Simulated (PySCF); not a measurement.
**Functional dependence of a UV spectrum**

Compound: H3SiCF3.
Cartesian coordinates in Å at the PBE0-D3(BJ)/def2-SVP level; atoms count from 1:
```
atom  x, y, z in Å
F1     1.621   -0.169   -1.007
C2     0.943   -0.007    0.137
F3     1.361    1.142    0.689
F4     1.308   -1.001    0.961
Si5   -0.968    0.009   -0.157
H6    -1.269    1.110   -1.111
H7    -1.357   -1.312   -0.720
H8    -1.620    0.246    1.159
```

Linear-response calculations in the def2-SVPD basis (PySCF; singlets by full response, triplets Tamm–Dancoff, core orbitals frozen in the response; HF means time-dependent Hartree–Fock). 'Strongest' is the level of largest summed f among the singlets computed (10 roots, of which the last may lack a degenerate partner); it can jump between rows when another state enters that window. S1 is the lowest singlet of each run and needn't be the same state throughout; f(S1) is that of one state. Geometry: PBE0-D3(BJ)/def2-SVP; no solvent, vibrations or thermal averaging.

```csv
functional,kind,S1 (eV),f(S1),strongest (eV),T1 (eV),HOMO (eV),gap (eV),"ionisation energy, ΔSCF (eV)"
LDA,LDA,7.75,0.021,8.35,7.12,-8.32,7.38,11.81
PBE,GGA,7.74,0.011,8.27,7.10,-8.17,7.44,12.49
B3LYP,"global hybrid, 20% exact exchange",8.53,0.015,9.02,7.78,-9.53,9.35,12.12
PBE0,"global hybrid, 25% exact exchange",8.71,0.030,9.74,7.81,-9.74,9.80,12.09
BHandHLYP,"global hybrid, 50% exact exchange",9.36,0.003,10.19,8.51,-11.30,12.06,12.48
CAM-B3LYP,range-separated hybrid,9.03,0.001,9.86,8.16,-11.22,12.14,12.32
wB97X-D,range-separated hybrid,9.06,0.001,10.00,8.26,-11.66,13.47,12.22
LC-wPBE,range-separated hybrid,9.25,0.001,10.37,8.39,-12.49,14.48,12.36
HF,Hartree–Fock,10.02,0.003,10.90,8.94,-13.67,15.85,not settled
```

S1 runs from 7.74 eV (PBE) to 10.02 eV (HF), a spread of 2.28 eV, while the orbital gap spreads over 8.5 eV. Along PBE (0%), B3LYP (20%), PBE0 (25%), BHandHLYP (50%), HF (100%) S1 rises with the share of exact exchange. −ε(HOMO) comes closest to its own ΔSCF ionisation energy with LC-wPBE (+0.13 eV) and misses most with PBE (-4.33 eV). 'Not settled' means that the ion's SCF failed to converge or may have ended in another state than the lowest.

Without π bonds the low states are Rydberg-like; a valence basis with one diffuse set may place them up to an eV too high.
